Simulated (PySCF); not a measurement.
Compound: resorcinol, C6H6O2.
InChI=1S/C6H6O2/c7-5-2-1-3-6(8)4-5/h1-4,7-8H

The calculation used TDDFT wB97X-D/def2-SVPD, vertical, gas phase, core orbitals frozen in the response (PySCF). Geometry: PBE0-D3(BJ)/def2-SVP, one conformer, isolated molecule. Torsions of this conformer, `[OH:1][c:2]1[cH:3][cH:4][cH:5][c:6]([OH:7])[cH:8]1`: H–O1–C2–C3 0°, H–O7–C6–C5 0°.

Computed states:

```tsv
state	E (eV)	f
S1	5.16	0.024
S2	5.91	0.0081
S3	6.28	0.0000
S4	6.56	0.0019
S5	6.59	0.403
S6	6.87	0.691
S7	7.06	0.0075
S8	7.10	0.0000
S9	7.46	0.0000
S10	7.56	0.0000
```

Each state is given a Gaussian of 0.25 eV full width at half maximum, with ε(max) = 2.175×10⁸ f / Δν̃ (Δν̃ the width in cm⁻¹). The width is an assumption, not a result. The curve ends short of the highest state used, and states not computed would add to its high-energy end.

Question: What does the envelope look like, and where are its maxima?

Answer: 
```csv
E (eV),ε (L mol⁻¹ cm⁻¹)
4.78,4
4.86,48
4.93,249
5.01,953
5.08,1938
5.16,2560
5.23,2049
5.31,933
5.38,294
5.46,46
5.53,7
5.61,17
5.68,86
5.76,327
5.83,663
5.91,871
5.98,695
6.06,315
6.13,103
6.21,96
6.28,676
6.36,4470
6.43,14705
6.51,33873
6.58,45465
6.66,45508
6.73,49971
6.81,69373
6.88,75146
6.96,51399
```

Maxima: 240 nm (5.16 eV), ε about 2600, made up of S1 (100%); 210 nm (5.91 eV), ε about 870, made up of S2 (100%); 188 nm (6.61 eV), ε about 47000, made up of S5 (91%) (hardly more than a shoulder); 181 nm (6.86 eV), ε about 76000, made up of S6 (98%) (ε in L mol⁻¹ cm⁻¹; maxima over ε = 5, shares over 10%).

Question: Coming from long wavelengths, where does ε first pass 100 L mol⁻¹ cm⁻¹?

Answer: At about 254 nm (4.89 eV), 0.27 eV below S1.

Question: Does any computed singlet lie in the visible range?

Answer: No computed singlet lies in the visible range (380 to 750 nm); the lowest, at 240 nm, stands 1.90 eV above its violet end (3.26 eV).

Question: On this curve, what absorbance would a 10⁻³ mol/L sample give at 254 nm over a 1 cm path?

Answer: 254 nm is 4.881 eV, where ε is about 83 L mol⁻¹ cm⁻¹, so A = ε c l ≈ 0.083 (Beer–Lambert, with the gas-phase spectrum and the assumed width).

All these states lie below the vertical ionisation energy of 8.36 eV (ΔSCF).
